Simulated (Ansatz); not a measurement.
The same path of AlH₅NSi₂ (9 atoms, charge 1, multiplicity 1) was run twice with different band settings. Lost on the way: Al2–Si4, N3–H8. Made: Si1–H8.

Level of theory: UKS PBE-D4/def2-SVP (Ansatz 0.2.0).

Relaxed end points:

```xyz
9
Properties=species:S:1:pos:R:3
Si -0.647 1.500 -1.644
Al -0.011 -0.011 0.187
N 0.758 -1.563 0.837
Si 0.277 -0.940 2.368
H -1.552 0.693 -2.525
H -1.334 2.662 -0.995
H 0.642 1.873 -2.314
H 1.245 -2.416 0.522
H 0.621 -1.798 3.563
```

```xyz
9
Properties=species:S:1:pos:R:3
Si -0.285 0.861 -1.403
Al -1.034 0.689 1.632
N 0.119 -0.661 1.417
Si 0.875 -1.878 2.214
H -0.752 -0.535 -1.647
H -0.824 1.879 -2.355
H 1.166 1.004 -1.086
H -1.053 1.334 -0.074
H 1.789 -2.693 1.302
```

Common settings: spring 5.0 eV/Å²; optimiser quadratic models (default); start path through a guess of the saddle point; force threshold 0.03 eV/Å; iteration limit 60; end points relaxed.

| run | movable images | climbing image |
| --- | --- | --- |
| 1 | 5 | yes |
| 2 | 6 | no |

Q: What does each run give, and how far can it be trusted?

A: Run 1: converged after 46 iterations, highest image 2.357 eV above the first end. Neighbouring images differ by up to 1.3 eV, so the band resolves the path poorly. A vibrational analysis at the climbing image gives one clearly imaginary mode, 151i cm⁻¹: a first-order saddle point.
Run 2: converged after 28 iterations, highest image 2.432 eV above the first end. Neighbouring images differ by up to 1.6 eV, so the band resolves the path poorly. No image climbed, so the highest image needn't sit at the top of the path.
